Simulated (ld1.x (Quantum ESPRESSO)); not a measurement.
## Reading a pseudo-wave (B)

Columns: radius, all-electron u(r) and pseudo u(r) of the 2p shell (level -19.33 eV) of boron in the configuration [He] 2s1.5 2p0; LDA (PZ), non-relativistic, TM scheme, ld1.x (Quantum ESPRESSO) 7.5.

```tsv
r (bohr)	all-electron	pseudo
0.142	0.0678	0.0329
0.284	0.2004	0.1250
0.426	0.3411	0.2586
0.568	0.4666	0.4082
0.710	0.5685	0.5474
0.852	0.6453	0.6562
0.994	0.6982	0.7258
1.136	0.7293	0.7583
1.278	0.7414	0.7626
1.420	0.7379	0.7491
1.562	0.7217	0.7258
1.704	0.6959	0.6967
1.846	0.6629	0.6630
1.988	0.6251	0.6251
2.130	0.5843	0.5843
2.272	0.5420	0.5420
2.414	0.4993	0.4993
2.556	0.4573	0.4573
2.698	0.4167	0.4167
2.840	0.3779	0.3779
2.982	0.3412	0.3412
3.124	0.3069	0.3069
3.266	0.2751	0.2751
3.408	0.2459	0.2459
3.550	0.2191	0.2191
3.692	0.1947	0.1947
```

Question: How many radial nodes do the two functions have?

Answer: The all-electron 2p function has n − l − 1 = 0; the pseudo-wave has 0.

Question: At about which radius was the pseudo-wave matched?

Answer: 2.00 bohr. The columns agree to 0.0005 from 1.85 bohr on; several derivatives are matched, so the curves merge somewhat inside the radius.

Question: Where does each function peak?

Answer: Outermost all-electron maximum near 1.28 bohr, pseudo maximum near 1.28 bohr (to the table’s step).

Question: Is the pseudo-wave norm-conserving?

Answer: Yes: the TM scheme keeps the norm inside the radius equal to the all-electron one, which fixes the energy derivative of the logarithmic derivative at the level.
